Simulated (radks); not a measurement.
Spherical quantum dot in the effective-mass picture: electrons in a hard-walled sphere of radius 3.95, all in effective atomic units (hartree* = m*/eps^2 hartree, bohr* = eps/m* bohr), one dielectric constant everywhere. Method: non-relativistic Kohn-Sham, LDA (Slater exchange, Perdew-Wang correlation), spin-polarised, spherical densities; computed with a radial shooting solver with Libxc functionals. Levels are named by radial order and angular momentum (1s, 1p, 1d, 2s, ...), and open shells are averaged over m.

N = 26, configuration 1s2 1p6 1d10 1f(up 7, down 1). This is the lowest configuration that the search found. Occupied and some empty levels:

level,occupation,eigenvalue (hartree*),<r> (bohr*)
1s up,1,8.5563,2.728
1s down,1,8.6141,2.712
1p up,3,8.7133,2.814
1p down,3,8.7739,2.805
1d up,5,8.9910,2.891
1d down,5,9.0538,2.886
1f up,7,9.3752,2.957
1f down,1,9.4396,2.955
2s up,0,9.7538,1.759
2s down,0,9.7746,1.757
1g up,0,9.8574,3.015
1g down,0,9.9227,3.014
2p up,0,10.294,2.065
2p down,0,10.323,2.060
2d up,0,10.942,2.257
2d down,0,10.977,2.253

Energy (hartree*): total 129.788, kinetic 32.600, external 0, Hartree 108.68, exchange-correlation -11.496.

Electron density:

r (bohr*),n(r) (e/bohr*^3)
0.117,0.003266
0.313,0.003736
0.509,0.004752
0.706,0.006557
0.902,0.009550
1.10,0.01433
1.29,0.02168
1.49,0.03257
1.69,0.04816
1.88,0.06910
2.08,0.09577
2.28,0.1267
2.47,0.1584
2.67,0.1848
2.87,0.1969
3.06,0.1864
3.26,0.1496
3.46,0.09414
3.65,0.03855
3.85,0.004603
